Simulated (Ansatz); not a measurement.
Mulliken charges of C2H3BrO, SMILES `C=C(O)Br` from B3LYP/def2-TZVPP in Ansatz (PBE0-D4/def2-TZVP geometry).

```csv
atom,x (Å),y (Å),z (Å),charge (e)
C1,-0.125,0.543,0.717,-0.274
C2,-0.204,-0.208,-0.372,0.170
O3,0.780,-0.909,-0.957,-0.258
Br4,-1.811,-0.420,-1.327,-0.037
H5,-0.988,1.064,1.098,0.113
H6,0.818,0.644,1.244,0.081
H7,1.590,-0.783,-0.449,0.205
```

By hand: the dipole of these point charges (1 e Å = 4.8032 D).

Σ q r = (0.146, 0.078, 0.169) e Å, of length 0.237 e Å = 1.14 D.

How does the dipole of the full density compare? (Estimate.)

Ansatz gave: (0.354, 0.091, 0.273) e Å, 2.19 D; the point charges give 0.52 times that, at 14° from its direction.

Point charges leave out the atoms' own dipoles, such as those of lone pairs, and Mulliken's split depends on the basis, so the two needn't agree.

B3LYP here is the variant with VWN-RPA as its local correlation; programs differ in this.
